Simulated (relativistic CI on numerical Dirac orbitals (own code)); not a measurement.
## Ag I: q coefficients and field-shift factors

Computed by Dirac-Coulomb-Breit CI, separate exchange-only KLI orbitals for each configuration, valence Slater integrals scaled by 0.85, P86 correlation energy added to each configuration, derivatives by finite differences, QED left out (own radial code, finite nucleus).

Configurations in the expansion (outside the closed core [Kr]): 4d10.5s, 4d10.5p, 4d9.5s2, 4d10.6s, 4d10.6p, 4d10.5d, 4d10.7s, 4d10.7p. Levels of other configurations are missing.

With x = (α/α₀)² − 1 an excitation energy changes as ω = ω₀ + qx; K = 2q/ω₀ is the relative enhancement. Terms are leading LS components, so labels can repeat. The field-shift factor is F = δν/δ⟨r²⟩ for the transition from the lowest level.

Lowest level 4d10.5s 2S_1/2.

```tsv
Level	ω₀ (cm⁻¹)	q (cm⁻¹)	F (GHz/fm²)
4d10.5p 2P°_1/2	25832.8	3364	-3.29
4d10.5p 2P°_3/2	26379.2	4004	-3.31
4d9.5s2 2D_5/2	32234.5	-10670	5.76
4d10.6s 2S_1/2	36160.6	3668	-2.76
4d9.5s2 2D_3/2	36509.5	-6522	5.81
4d10.5d 2D_3/2	41391.0	4348	-3.29
4d10.5d 2D_5/2	41395.1	4389	-3.32
4d10.6p 2P°_1/2	42245.2	4151	-3.3
4d10.6p 2P°_3/2	42301.3	4228	-3.3
4d10.7s 2S_1/2	45287.0	4134	-3.1
4d10.7p 2P°_1/2	47870.8	4280	-3.29
4d10.7p 2P°_3/2	47884.4	4321	-3.29
```

Correlation outside the listed configurations is missing or only estimated: errors of thousands of cm⁻¹ between configurations and terms are usual at this charge. Rates and lifetimes follow the computed energies and can be off by large factors. The fine structure of a lone outer electron comes out too small, for d and f at times inverted, and misplaced configurations move strength between like terms.

Problem. Which transition from the lowest level has the largest |K|?

Solution. 4d9.5s2 2D_5/2 at 32234.5 cm⁻¹, K = -0.662.
